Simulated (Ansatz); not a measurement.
Reaction (hydrogen abstraction from the Si–H bond): `F[SiH](F)F` + `[OH]`• → `F[Si](F)F`• + H₂O

Computed with Ansatz on PBE0-D4/def2-TZVP structures; ΔE is electronic, products minus reactants. CCSD(T)/CBS is the MP2 limit (def2-TZVPP, def2-QZVPP) plus CCSD(T) − MP2 in def2-TZVPP, frozen cores. This one scheme is used for every species. Functionals use def2-TZVPP. B3LYP here is the variant with VWN-RPA as its local correlation; programs differ in this. Open shells (•) are unrestricted, without spin–orbit coupling.

```json
{"level": "BLYP-D4", "ΔE (kJ/mol)": "-92.8"}
{"level": "B3LYP-D4", "ΔE (kJ/mol)": "-80.0"}
```

(1) What does CCSD(T)/CBS give? (An estimate is asked.)

(2) What do rigid-rotor, harmonic-oscillator terms from PBE0-D4/def2-TZVP frequencies (298.15 K, 1 bar) make of the CCSD(T)/CBS value? (Best estimate.)

Largest T1 diagnostic among the species: 0.014.

## Answers

(1) The calculation gave: -84.4 kJ/mol. The listed levels differ from it by -8.4, 4.4 kJ/mol.

(2) Computed: ΔZPE = +9.0 kJ/mol, ΔH = -74.3 kJ/mol, ΔS = 10 J/(mol·K), ΔG = -77.2 kJ/mol. Open shells count their whole term as degenerate.

At CCSD(T), def2-SVP lies +27.6 kJ/mol from the extrapolated value and def2-TZVPP +9.2 kJ/mol. From r2SCAN to r2SCAN0 (25 % exact exchange), in def2-TZVPP and without D4, ΔE moves by +13.3 kJ/mol.
